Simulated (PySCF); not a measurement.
Löwdin shares of the frontier orbitals

Compound: C8H10.
SMILES with atom numbers: `[CH:1]#[C:2][C@@H:3]1[CH:4]=[CH:5][C@@H:6]([CH3:7])[CH2:8]1` (hydrogens: H9 on C1; H10 on C3; H11 on C4; H12 on C5; H13 on C6; H14, H15, H16 on C7; H17, H18 on C8)

Method: TDDFT B3LYP/def2-SVPD, vertical, gas phase, core orbitals frozen in the response in PySCF 2.14.0, density-fitted response routines. Geometry: GFN2-xTB, one conformer, isolated molecule.

Frontier orbitals with the atoms that hold most of them (Löwdin shares over 4%, at most four atoms; ? is withheld):

```csv
orbital,ε (eV),atoms
LUMO+2,0.85,"C2 12%, C1 11%, H10 11%, C7 8%"
LUMO+1,0.48,"C1 10%, C7 9%, C4 8%, H10 8%"
LUMO,-0.04,?
HOMO,?,"C4 30%, C5 28%, C2 9%, C1 8%"
HOMO-1,-7.44,?
HOMO-2,-7.52,"C1 33%, C2 31%, C3 9%, C4 8%"
HOMO-3,-9.22,"C6 22%, C5 19%, C8 14%, C7 13%"
```

(1) Give the leading atoms of the LUMO.

(2) Which atoms hold the HOMO-1, and with what shares?

(3) What is the HOMO energy, and the HOMO–LUMO gap?

## Answers

(1) C5 (bonded to 2 C and H) 27%; C4 (bonded to 2 C and H) 27%; C1 (bonded to C and H) 6%; C6 (bonded to 3 C and H) 5%.

(2) C1 (bonded to C and H) 40%; C2 (bonded to 2 C) 37%; C3 (bonded to 3 C and H) 7%; H9 (bonded to C) 4%. By element: carbon 85% or more, hydrogen 4% or more.

(3) ε(HOMO) = -6.99 eV; the gap is 6.94 eV (0.2552 hartree).

Task: How does S1 compare with the orbital gap of 6.94 eV?

Result: S1 is at 6.32 eV (f = 0.0021), 0.62 eV below the gap, made of HOMO-1→LUMO (80%). Its leading pair isn't HOMO and LUMO; the energies of that pair differ by 7.40 eV. 

Next come S2 at 6.36 eV (f 0.084), HOMO→LUMO (49%), HOMO-2→LUMO (31%); S3 at 6.51 eV (f 0.0043), HOMO→LUMO+1 (67%); S4 at 6.72 eV (f 0.046), HOMO→LUMO+2 (17%), HOMO-2→LUMO (16%), HOMO-2→LUMO+1 (13%); S5 at 6.82 eV (f 0.089), HOMO-2→LUMO (29%), HOMO→LUMO (24%), HOMO→LUMO+1 (19%).
